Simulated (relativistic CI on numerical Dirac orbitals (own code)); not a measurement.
**One change at a time: Ru X**

Base calculation: Dirac-Coulomb-Breit CI, orbitals from a KLI potential per configuration, a model potential for QED, unscaled Slater integrals.

CI space (outside the closed core [Ar] 3d10): 4s2.4p5, 4s.4p6, 4s2.4p4.4d, 4s.4p5.4d, 4s2.4p4.4f, 4s.4p5.4f, 4s2.4p4.5s, 4p6.4d, 4s2.4p4.5p, 4s.4p4.4d2, 4s2.4p3.4d.5p, 4s2.4p3.4d.4f, 4p5.4d2, 4p4.4d3, 4p4.4d2.4f, 4p4.4d2.5s. Double excitations out of closed p, d and f shells are left out; levels of such configurations are missing from the list, as are those of other unlisted configurations, and high levels can miss mixing partners. These lack a partner that the ground configuration has and come out too high: 4s2.4p4.5p.

The lowest level and the first level of each name with at least 55 % of one term (blank where a level has no safe partner in the second run):

```tsv
Level	Base (cm⁻¹)	Shift (cm⁻¹)
4s2.4p5 2P°_3/2	0	0
4s2.4p5 2P°_1/2	32838	+429
4s.4p6 2S_1/2	260537	+9193
4s2.4p4.4d 4D_5/2	352128	+9060
4s2.4p4.4d 4D_3/2	353288	+9497
4s2.4p4.4d 4D_7/2	354278	+8784
4s2.4p4.4d 4D_1/2	356620	+10424
4s2.4p4.4d 4F_9/2	371879	+8519
4s2.4p4.4d 2P_1/2	379944	+13025
4s2.4p4.4d 4P_1/2	385377	+13120
4s2.4p4.4d 4F_5/2	391379	+8946
4s2.4p4.4d 4P_5/2	398679	+12283
4s2.4p4.4d 2D_5/2	408826	+12931
4s2.4p4.4d 2G_7/2	413840	+10640
4s2.4p4.4d 2F_5/2	415238	+13421
4s2.4p4.4d 2G_9/2	417042	+9370
4s2.4p4.4d 2F_7/2	438442	+15282
4s2.4p4.4d 2S_1/2	488229	+24925
4s.4p5.4d 4P°_1/2	658435	
4s.4p5.4d 4F°_9/2	660921	
4s.4p5.4d 4P°_3/2	662926	
4s.4p5.4d 4F°_7/2	664270
```

At this charge energies of transitions that change n are usually good to better than 1 %, and those within a shell (Δn = 0) to a few per cent.

One thing was changed in a second run, which moved the levels as shown. Which?
A. valence Slater integrals scaled by 0.9
B. Breit term removed
C. QED terms removed
D. only the first 3 configurations
E. non-relativistic limit

D. Only the first 3 configurations. With fewer configurations the levels that remain lose their mixing partners.

LS names give the leading component of a level, which can be under half, so a name can repeat, a term be missing and a line seem to break the LS rules.
